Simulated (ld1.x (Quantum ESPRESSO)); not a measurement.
# Pseudopotential generation for silicon: TM, PBEsol, scalar-relativistic.

- Element: Si (Z = 14)
- Generator: ld1.x (Quantum ESPRESSO) 7.5
- Type: norm-conserving Troullier–Martins (Kleinman–Bylander form)
- Functional: PBEsol
- Relativity: scalar-relativistic
- Frozen core: [Ne]
- Valence charge: 4
- Reference configuration: 3s2 3p2
- Partial waves: 3s (bound): rc 1.25 bohr; 3p (bound): rc 2.40 bohr
- Local potential: the p channel
- Core correction: none

- Cutoffs needed: 50 Ry and 110 Ry (the cutoffs (Ry, on a coarse ladder) from which the occupation-weighted sum of valence levels, in a spherical-Bessel basis at the reference potential, stays within 10 and 1 mRy of its value at 400 Ry)
- Ghost test: no extra level below or beside the all-electron valence levels (s, p, d, f tested) (spherical-Bessel basis up to 400 Ry, 20 bohr box)
- Largest excitation error: +81 meV (all-electron minus pseudo) for 3s1 3p0, out of 7 test configurations
